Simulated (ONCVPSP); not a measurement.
Configuration tests for Ce (ONCV)

| Property | Result |
| --- | --- |
| Element | Ce (Z = 58) |
| Generator | ONCVPSP 4.0.1 |
| Type | optimised norm-conserving Vanderbilt (ONCV) |
| Functional | PBEsol |
| Relativity | scalar-relativistic |
| Frozen core | [Kr] 4d10 |
| Valence charge | 12 |
| Reference configuration | 4f1 5s2 5p6 5d1 6s1.5 (charge +0.5) |
| Partial waves | 5s+6s: rc 2.60 bohr, ncon 5, nbas 9, qcut 5.9 1/bohr, 3 projectors, debl 2.9 Ha; 5p: rc 1.95 bohr, ncon 4, nbas 7, qcut 4.5 1/bohr, 2 projectors, debl 0.4 Ha; 5d: rc 4.00 bohr, ncon 3, nbas 8, qcut 3.7 1/bohr, 2 projectors, debl 0.5 Ha; 4f: rc 1.40 bohr, ncon 3, nbas 7, qcut 13.4 1/bohr, 2 projectors, debl 3.9 Ha |
| Local potential | polynomial inside 1.10 bohr (lpopt 5, dvloc0 6 Ha) |
| Core correction | none |

In the p channel the program set the typed energies aside and used -0.957, 0.250 Ha.

Energies are relative to the spin-unpolarised reference configuration 4f1 5s2 5p6 5d1 6s1.5; without spin polarisation the order of configurations can differ from experiment.

Give the all-electron excitation energy and the error of the potential for: 4f1 5s2 5p6 5d1 6s2; 4f1 5s2 5p6 5d1 6s1; 4f1 5s2 5p6 5d1 6s0; 4f1 5s2 5p6 5d1 6s1 6p1.

| valence configuration | charge | ΔE all-electron (eV) | error AE − PS (meV) |
| --- | --- | --- | --- |
| 4f1 5s2 5p6 5d1 6s2 | 0 | -2.457 | +0.4 |
| 4f1 5s2 5p6 5d1 6s1 | +1 | 3.646 | -0.8 |
| 4f1 5s2 5p6 5d1 6s0 | +2 | 14.684 | -8.1 |
| 4f1 5s2 5p6 5d1 6s1 6p1 | 0 | 0.023 | +0.2 |

Levels in the configuration 4f1 5s2 5p6 5d1 6s1 6p1:

```tsv
level	all-electron (eV)	pseudo (eV)
4f	-6.557	-6.562
5s	-41.756	-41.757
5p	-24.350	-24.350
5d	-3.969	-3.964
6s	-4.393	-4.394
6p	-1.868	-1.868
```

Note: ghosts flagged at negative energy: s at -32.2 eV; GHOST(+) flagged for d at 88.9 eV, p at 115.9 eV. A true bound ghost makes a file unfit for plane-wave use.
